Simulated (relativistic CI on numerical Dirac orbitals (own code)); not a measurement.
Al4+: sensitivity of the levels to the model

Base calculation: Dirac-Coulomb-Breit CI, orbitals from a KLI potential per configuration, a model potential for QED, valence Slater integrals scaled by 0.85, P86 correlation energy added to each configuration.

CI space (outside the closed core 1s2): 2s2 2p5, 2s 2p6, 2s2 2p4 3s, 2s2 2p4 3p, 2s2 2p4 3d, 2s2 2p4 4s, 2p6 3s, 2s2 2p4 4p, 2s 2p5 3s, 2s2 2p4 4d, 2s2 2p4 4f, 2p6 3p, 2s 2p5 3p, 2p6 3d, 2s2 2p3 3s2, 2s2 2p3 3s 3p. Levels of other configurations are missing.

Variants: (1) valence Slater integrals scaled by 0.75; (2) no correlation estimate; (3) one mean potential for all configurations. Shifts of the energy above 2s2 2p5 2P°_3/2, in cm⁻¹, for the lowest level and the first level of each name with at least 55 % of one term (blank where a level changes its place among those of its configuration and J or its character, or is not in the variant):

| Level | Base | Δ(1) | Δ(2) | Δ(3) | Measured |
| --- | --- | --- | --- | --- | --- |
| 2s2 2p5 2P°_3/2 | 0 | 0 | 0 | 0 | 0 |
| 2s2 2p5 2P°_1/2 | 3414 | -1 | 0 | -20 | 3442 |
| 2s 2p6 2S_1/2 | 375595 | +920 | -1591 | +964 | 358816 |
| 2s2 2p4 3s 4P_5/2 | 753282 | +2763 | -7281 | +5785 | 751840 |
| 2s2 2p4 3s 4P_3/2 | 755415 | +2753 | -7281 | +5837 | 753990 |
| 2s2 2p4 3s 4P_1/2 | 756653 | +2760 | -7281 | +5860 | 755237 |
| 2s2 2p4 3s 2P_3/2 | 764820 | +1410 | -7280 | +6430 | 764250 |
| 2s2 2p4 3s 2P_1/2 | 767336 | +1397 | -7280 | +6493 | 766792 |
| 2s2 2p4 3s 2D_5/2 | 793921 | -1839 | -7279 | +5507 | 796622 |
| 2s2 2p4 3s 2D_3/2 | 793953 | -1836 | -7279 | +5510 | 796653 |
| 2s2 2p4 3p 4P°_5/2 | 820731 | +3566 | -7673 | +8792 |  |
| 2s2 2p4 3p 4P°_3/2 | 821484 | +3544 | -7673 | +8818 |  |
| 2s2 2p4 3p 4P°_1/2 | 822335 | +3577 | -7673 | +8838 |  |
| 2s2 2p4 3p 4D°_7/2 | 828064 | +2493 | -7665 | +9399 |  |
| 2s2 2p4 3p 4D°_5/2 | 829330 | +2473 | -7665 | +9463 |  |
| 2s2 2p4 3p 4D°_3/2 | 830350 | +2499 | -7665 | +9481 |  |
| 2s2 2p4 3p 4D°_1/2 | 830896 | +2498 | -7665 | +9491 |  |
| 2s2 2p4 3s 2S_1/2 | 832361 | -4691 | -7338 | +5258 | 843914 |
| 2s2 2p4 3p 2D°_5/2 | 833951 | +1907 | -7665 | +10004 |  |
| 2s2 2p4 3p 2D°_3/2 | 836001 | +1845 | -7665 | +10020 |  |
| 2s2 2p4 3p 4S°_3/2 | 838134 | +1490 | -7665 | +9982 |  |
| 2s2 2p4 3p 2P°_3/2 | 839095 | +1517 | -7671 | +9383 |  |

At this charge configurations can still be misplaced by up to about 7 % of their energy. 28 of the 30 excited levels that our extract of the measured tables holds in this range could be paired (the sources list more); they are missed by 2404 cm⁻¹ on average and 16779 at most, and levels without a partner can miss by more.

Measured levels: NIST levels in Kelleher and Podobedova, J. Phys. Chem. Ref. Data 37, 709 (2008).

Ionisation energy from the two ground configurations alone: base 153.961 eV; valence Slater integrals scaled by 0.75 154.219 eV; no correlation estimate 152.595 eV. The NIST ASD value (semi-empirical) is 153.825 eV.

LS names give the leading component of a level, which can be under half, so a name can repeat, a term be missing and a line seem to break the LS rules.
